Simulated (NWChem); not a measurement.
Program: NWChem. System: C₂H₆BBr, charge 0, spin multiplicity 1, at a geometry optimised with PBE0/def2-SVP. The structure started from a generated list of species. Level: MP2/def2-TZVP, 12 core orbitals frozen.

The NWChem input:

```
start mol
memory heap 200 mb stack 800 mb global 1000 mb
geometry units angstroms nocenter noautoz noautosym
  B      0.722755     0.567214    -0.044007
  Br    -0.799532    -0.625192     0.048237
  C      0.590649     1.866621    -0.901257
  H      1.555961     2.184142    -1.326511
  H      0.284915     2.671255    -0.204401
  H     -0.171546     1.819580    -1.690732
  C      2.012606     0.170050     0.743681
  H      2.629035     1.042090     1.012182
  H      2.624759    -0.442983     0.053900
  H      1.827178    -0.448444     1.632765
end
basis spherical
  * library def2-tzvp
end
scf
  rhf
  nopen 0
  maxiter 100
  thresh 1e-7
  semidirect memsize 60000000 filesize 0
end
mp2
  freeze core 12
end
task mp2 energy
```

Part of the output:

```
             Northwest Computational Chemistry Package (NWChem) 7.3.0
             --------------------------------------------------------

                                NWChem Input Module
                                -------------------

 Scaling coordinates for geometry "geometry" by  1.889725989
 (inverse scale =  0.529177249)

                             Geometry "geometry" -> ""
                             -------------------------

 Output coordinates in angstroms (scale by  1.889725989 to convert to a.u.)

  No.       Tag          Charge          X              Y              Z
 ---- ---------------- ---------- -------------- -------------- --------------
    1 B                    5.0000     0.72275500     0.56721400    -0.04400700
    2 Br                  35.0000    -0.79953200    -0.62519200     0.04823700
    3 C                    6.0000     0.59064900     1.86662100    -0.90125700
    4 H                    1.0000     1.55596100     2.18414200    -1.32651100
    5 H                    1.0000     0.28491500     2.67125500    -0.20440100
    6 H                    1.0000    -0.17154600     1.81958000    -1.69073200
    7 C                    6.0000     2.01260600     0.17005000     0.74368100
    8 H                    1.0000     2.62903500     1.04209000     1.01218200
    9 H                    1.0000     2.62475900    -0.44298300     0.05390000
   10 H                    1.0000     1.82717800    -0.44844400     1.63276500

 Effective nuclear repulsion energy (a.u.)     214.6969086658

            Nuclear Dipole moment (a.u.)
            ----------------------------
        X                 Y               Z
 ---------------- ---------------- ----------------
    -0.0000245664     0.0000302356     0.0000132281


 Summary of "ao basis" -> "" (spherical)
 ------------------------------------------------------------------------------
       Tag                 Description            Shells   Functions and Types
 ---------------- ------------------------------  ------  ---------------------
 *                         def2-tzvp                  on all atoms

 Summary of "ao basis" -> "ao basis" (spherical)
 ------------------------------------------------------------------------------
       Tag                 Description            Shells   Functions and Types
 ---------------- ------------------------------  ------  ---------------------
 B                         def2-tzvp                11       31   5s3p2d1f
 Br                        def2-tzvp                16       48   6s5p4d1f
 C                         def2-tzvp                11       31   5s3p2d1f
 H                         def2-tzvp                 4        6   3s1p

                                 NWChem SCF Module
                                 -----------------

  ao basis        = "ao basis"
  functions       =   177
  atoms           =    10
  closed shells   =    29
  open shells     =     0
  charge          =   0.00
  wavefunction    = RHF
  use symmetry    = F
  symmetry adapt  = F

 Summary of "ao basis" -> "ao basis" (spherical)
 ------------------------------------------------------------------------------
       Tag                 Description            Shells   Functions and Types
 ---------------- ------------------------------  ------  ---------------------
 B                         def2-tzvp                11       31   5s3p2d1f
 Br                        def2-tzvp                16       48   6s5p4d1f
 C                         def2-tzvp                11       31   5s3p2d1f
 H                         def2-tzvp                 4        6   3s1p

 Forming initial guess at       0.1s

      Superposition of Atomic Density Guess
      -------------------------------------

 Sum of atomic energies:       -2675.27522453

      Non-variational initial energy
      ------------------------------

 Total energy =   -2677.365894
 1-e energy   =   -4145.179001
 2-e energy   =    1253.116198
 HOMO         =      -0.355315
 LUMO         =       0.008871

 Starting SCF solution at       7.6s

 ----------------------------------------------
         Quadratically convergent ROHF

 Convergence threshold     :          1.000E-07
 Maximum no. of iterations :          100
 Final Fock-matrix accuracy:          1.000E-09
 ----------------------------------------------

              iter       energy          gnorm     gmax       time
             ----- ------------------- --------- --------- --------
                 1    -2676.3713479330  7.44D-01  1.51D-01     13.2
                 2    -2676.4165449177  2.42D-01  5.55D-02     19.1
                 3    -2676.4219081152  1.67D-02  4.34D-03     35.6
                 4    -2676.4219400757  1.68D-04  4.51D-05     63.6
                 5    -2676.4219400812  1.38D-08  2.94D-09    112.8

       Final RHF  results
       ------------------

         Total SCF energy =  -2676.421940081182
      One-electron energy =  -4149.728956695619
      Two-electron energy =   1258.610107948626
 Nuclear repulsion energy =    214.696908665812

        Time for solution =    105.3s

             Final eigenvalues
             -----------------

              1
    1 -490.0026
    2  -65.1456
    3  -58.5003
    4  -58.4999
    5  -58.4996
    6  -11.2110
    7  -11.2109
    8   -9.8194
    9   -7.6517
   10   -7.4296
   11   -7.4266
   12   -7.4254
   13   -3.1715
   14   -3.1701
   15   -3.1685
   16   -3.1650
   17   -3.1649
   18   -1.0261
   19   -0.9620
   20   -0.9390
   21   -0.6298
   22   -0.5877
   23   -0.5720
   24   -0.5625
   25   -0.5425
   26   -0.4912
   27   -0.4610
   28   -0.4204
   29   -0.3978
   30    0.1046
   31    0.1065
   32    0.1612
   33    0.1879
   34    0.1889
   35    0.1973
   36    0.2104
   37    0.2188
   38    0.2441
   39    0.2802

                       ROHF Final Molecular Orbital Analysis
                       -------------------------------------

 Vector   27  Occ=2.000000D+00  E=-4.609808D-01
              MO Center=  1.7D-01,  1.4D-01, -1.3D-02, r^2= 3.8D+00
   Bfn.  Coefficient  Atom+Function         Bfn.  Coefficient  Atom+Function
  ----- ------------  ---------------      ----- ------------  ---------------
    47      0.301071   2 Br px               48      0.234113   2 Br py
    41     -0.205689   2 Br px               44      0.178489   2 Br px
     6     -0.164812   1 B  px               42     -0.159902   2 Br py

 Vector   28  Occ=2.000000D+00  E=-4.204358D-01
              MO Center= -6.5D-01, -5.1D-01,  4.0D-02, r^2= 1.9D+00
   Bfn.  Coefficient  Atom+Function         Bfn.  Coefficient  Atom+Function
  ----- ------------  ---------------      ----- ------------  ---------------
    49      0.389958   2 Br pz               48      0.277362   2 Br py
    43     -0.253961   2 Br pz               46      0.222411   2 Br pz
    52      0.223137   2 Br pz               47     -0.193401   2 Br px
    42     -0.180658   2 Br py               45      0.158203   2 Br py
    51      0.158377   2 Br py

 Vector   29  Occ=2.000000D+00  E=-3.977779D-01
              MO Center= -5.2D-01, -4.0D-01,  3.1D-02, r^2= 2.5D+00
   Bfn.  Coefficient  Atom+Function         Bfn.  Coefficient  Atom+Function
  ----- ------------  ---------------      ----- ------------  ---------------
    49      0.330786   2 Br pz               48     -0.291740   2 Br py
    47      0.247045   2 Br px               43     -0.214991   2 Br pz
    52      0.200270   2 Br pz               42      0.190289   2 Br py
    46      0.190694   2 Br pz               51     -0.178404   2 Br py
    45     -0.169062   2 Br py               41     -0.161229   2 Br px

 Vector   30  Occ=0.000000D+00  E= 1.045921D-01
              MO Center=  6.2D-01,  5.1D-01, -4.2D-03, r^2= 3.8D+00
   Bfn.  Coefficient  Atom+Function         Bfn.  Coefficient  Atom+Function
  ----- ------------  ---------------      ----- ------------  ---------------
    14      0.830757   1 B  pz              168      0.477642   9 H  s
   119     -0.418732   5 H  s                13      0.403286   1 B  py
    52     -0.350588   2 Br pz              133     -0.327975   7 C  s
   113      0.256624   4 H  s                11      0.238282   1 B  pz
     8      0.231812   1 B  pz               51     -0.219371   2 Br py

 Vector   31  Occ=0.000000D+00  E= 1.065284D-01
              MO Center=  1.4D+00,  1.1D+00, -1.2D-01, r^2= 8.7D+00
   Bfn.  Coefficient  Atom+Function         Bfn.  Coefficient  Atom+Function
  ----- ------------  ---------------      ----- ------------  ---------------
    84     -4.357785   3 C  s               133     -4.314070   7 C  s
     5      4.124944   1 B  s                 4      1.654563   1 B  s
    12      0.835557   1 B  px              119      0.806582   5 H  s
   168      0.784642   9 H  s               162      0.711544   8 H  s
   113      0.695879   4 H  s                13      0.665031   1 B  py

 Vector   32  Occ=0.000000D+00  E= 1.612086D-01
              MO Center=  1.1D+00,  8.1D-01, -5.5D-02, r^2= 1.1D+01
   Bfn.  Coefficient  Atom+Function         Bfn.  Coefficient  Atom+Function
  ----- ------------  ---------------      ----- ------------  ---------------
    84      5.613468   3 C  s               133     -5.600270   7 C  s
    13     -2.101729   1 B  py               14      1.777330   1 B  pz
    12      1.735019   1 B  px              119     -1.215895   5 H  s
   168      1.218093   9 H  s               174      0.852880  10 H  s
   125     -0.823264   6 H  s               140      0.758099   7 C  px

 center of mass
 --------------
 x =  -0.24807742 y =  -0.19369240 z =   0.01488136

 moments of inertia (a.u.)
 ------------------
         419.597466975439        -231.443736660836         -43.746628613374
        -231.443736660836         544.137318911863          98.300818861585
         -43.746628613374          98.300818861585         785.164669553660

  Mulliken analysis of the total density
  --------------------------------------

    Atom       Charge   Shell Charges
 -----------   ------   -------------------------------------------------------
    1 B    5     4.78   0.92  1.06  0.49  0.45  0.03  0.85  0.71  0.04  0.05  0.16  0.02
    2 Br  35    35.17   2.00  2.00  1.16  0.78  0.98  0.96  6.00  5.94  1.27  2.80  1.25  8.98  1.02 -0.01  0.03  0.00
    3 C    6     6.40   0.85  1.12  0.47  0.69  0.06  1.27  1.45  0.44  0.02  0.04  0.00
    4 H    1     0.88   0.26  0.49  0.11  0.02
    5 H    1     0.87   0.26  0.49  0.11  0.02
    6 H    1     0.87   0.26  0.48  0.10  0.02
    7 C    6     6.40   0.85  1.12  0.47  0.69  0.06  1.27  1.45  0.44  0.02  0.04  0.00
    8 H    1     0.88   0.26  0.49  0.11  0.02
    9 H    1     0.87   0.26  0.49  0.11  0.02
   10 H    1     0.87   0.26  0.48  0.10  0.02

       Multipole analysis of the density wrt the origin
       ------------------------------------------------

     L   x y z        total         open         nuclear
     -   - - -        -----         ----         -------
     0   0 0 0      0.000000      0.000000     58.000000

     1   1 0 0      0.619836      0.000000     -0.000025
     1   0 1 0      0.482627      0.000000      0.000030
     1   0 0 1     -0.036598      0.000000      0.000013

     2   2 0 0    -28.455656      0.000000    253.737518
     2   1 1 0      0.205378      0.000000    117.196785
     2   1 0 1     -0.268325      0.000000     29.394413
     2   0 2 0    -28.505755      0.000000    189.510380
     2   0 1 1      0.299097      0.000000    -59.766699
     2   0 0 2    -28.732814      0.000000     59.409655

                   NWChem MP2 Semi-direct Energy/Gradient Module
                   ---------------------------------------------

  Basis functions       =    177
  Molecular orbitals    =    177
  Frozen core           =     12
  Frozen virtuals       =      0
  Active alpha occupied =     17
  Active beta occupied  =     17
  Active alpha virtual  =    148
  Active beta virtual   =    148
  Use MO symmetry       = F
  Use skeleton AO sym   = F

  AO/Fock/Back tols     =   1.0D-09  1.0D-09  1.0D-09

 GA uses MA = F    GA memory limited = T

 Available:
  local mem=  1.15D+08
 global mem=  1.31D+08
 local disk=  0.00D+00
  mp2_memr nvloc                   148
  nvloc new                   148
   1 passes of  17:        5242880                     189660                 129952131.
   1 passes of  17: M    114677391           G      131009342           F     109434511.
  mp2_memr nvloc                   148
  nvloc new                   148
   2 passes of   9:        5242880                     130484                  68823395.
   2 passes of   9: M    114677391           G      131009342           F     109434511.

 Semi-direct pass number   1 of   2  for RHF alpha+beta  at      113.1s
  vrange nnbf                 15185
  mp2_eaftype                   262  avail_ma_in_mb                   999
 EAF : mp2_eaftype filesize         262   34411698.
  mp2_eaf for mointskh                    262
Node 0 wrote    161.8 Mb in      0.1 s     Agg I/O rate:  1893.1 Mb/s
 Done moints_semi at      145.7s
  mp2_eaftype                   262  avail_ma_in_mb                   737
 EAF : mp2_eaftype filesize         262   34411698.
  mp2_eaf for kh                   262
 Done maket at      146.7s
 Semi-direct pass number   2 of   2  for RHF alpha+beta  at      146.7s
  vrange nnbf                 15185
  mp2_eaftype                   262  avail_ma_in_mb                   737
 EAF : mp2_eaftype filesize         262   34411698.
  mp2_eaf for mointskh                    262
Node 0 wrote    143.8 Mb in      0.1 s     Agg I/O rate:  1881.4 Mb/s
 Done moints_semi at      180.3s
  mp2_eaftype                   262  avail_ma_in_mb                   737
 EAF : mp2_eaftype filesize         262   34411698.
  mp2_eaf for kh                   262
 Done maket at      181.1s
 Done multipass loop at      181.1s

          -------------------------------------------
          SCF energy               -2676.421940081182
          Correlation energy          -0.715898792286
          Singlet pairs               -0.443060735691
          Triplet pairs               -0.272838056595
          Total MP2 energy         -2677.137838873468
          -------------------------------------------

          ---------------------------------------------------
                    Spin Component Scaled (SCS) MP2
          Same spin pairs                     -0.181892037730
          Same spin scaling factor             0.333333333333
          Opposite spin pairs                 -0.534006754556
          Opposite spin scaling fact.          1.200000000000
          SCS-MP2 correlation energy          -0.701438784711
          Total SCS-MP2 energy             -2677.123378865892
          ---------------------------------------------------

 -----------------------
 Performance information
 -----------------------

 Timer overhead =  2.30D-07 seconds/call

               Nr. of calls         CPU time (s)                 Wall time (s)                GFlops
             ---------------    -------------------     ------------------------------   -------------------
Name         Min   Avg   Max    Min     Avg     Max     Min     Avg     Max   Mx/calls   Min     Max     Sum
mp2: moin     2     2     2    66.     66.     66.      66.     66.     66.     33.      0.0     0.0     0.0
mp2: make     2     2     2    1.7     1.7     1.7      1.7     1.7     1.7    0.87      0.0     0.0     0.0
mp2: tota     1     1     1    68.     68.     68.      68.     68.     68.     68.      0.0     0.0     0.0

 The average no. of pstat calls per process was 5.00D+00
 with a timing overhead of 1.15D-06s

 Task  times  cpu:      181.1s     wall:      181.1s

 Total times  cpu:      181.1s     wall:      181.1s
```
